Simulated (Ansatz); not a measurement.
Task: Predict a relaxed structure of the cluster Hf₂Se₄, charge 0, singlet, at PBE-D4/def2-SVP (Ansatz).

Result: 
```xyz
6

Hf   -1.6222    0.4355   -0.3734
Hf    1.6176   -0.4342    0.3723
Se    3.4340    0.6956   -0.6291
Se    0.0066    1.2514    1.4201
Se   -0.0083   -1.2445   -1.4260
Se   -3.4276   -0.7039    0.6362
```
Point group C2h (tolerance 0.1 Å). This is one stationary point.

In the def2 sets Hf takes a core potential; there is no spin–orbit coupling. The relaxation made no stability test and no search for a lower SCF solution. The structure comes from a short search, and lower isomers may exist.
